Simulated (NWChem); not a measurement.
System: tert-butanol (C4H10O); SMILES CC(C)(C)O

Here is an NWChem input.

```
start job
memory heap 200 mb stack 900 mb global 1100 mb
geometry units angstroms noautosym nocenter noautoz
  C      0.424447    -0.739285    -1.257689
  C     -0.015932     0.009363     0.000000
  C      0.424447    -0.739285     1.257689
  C      0.530143     1.430469     0.000000
  O     -1.428590     0.152221     0.000000
  H      1.520584    -0.818902    -1.322816
  H      0.056606    -0.219218    -2.154749
  H      0.015489    -1.763702    -1.264900
  H      0.056606    -0.219218     2.154749
  H      1.520584    -0.818902     1.322816
  H      0.015489    -1.763702     1.264900
  H      1.630014     1.434307     0.000000
  H      0.174734     1.970884    -0.889801
  H      0.174734     1.970884     0.889801
  H     -1.811353    -0.732065     0.000000
end
basis spherical
  * library def2-svp
end
dft
  xc pbe0
  iterations 150
end
cosmo
  do_cosmo_smd true
  solvent ethanol
end
task dft energy
```

Coordinates come from a PBE0/def2-SVP optimisation. Solvent: ethanol.

Level: PBE0/def2-SVP with SMD (1 M gas to 1 M solution), gas-phase geometry.

Question: What results follow from this input? (PBE0/def2-SVP, SMD on the gas-phase geometry.) Quantities: solvation free energy (kcal/mol); cavity-dispersion-structure term (kcal/mol); dipole in solution (D).

Answer: 
```yaml
solvation free energy (kcal/mol): -6.3
cavity-dispersion-structure term (kcal/mol): -0.3
dipole in solution (D): 2.08
```
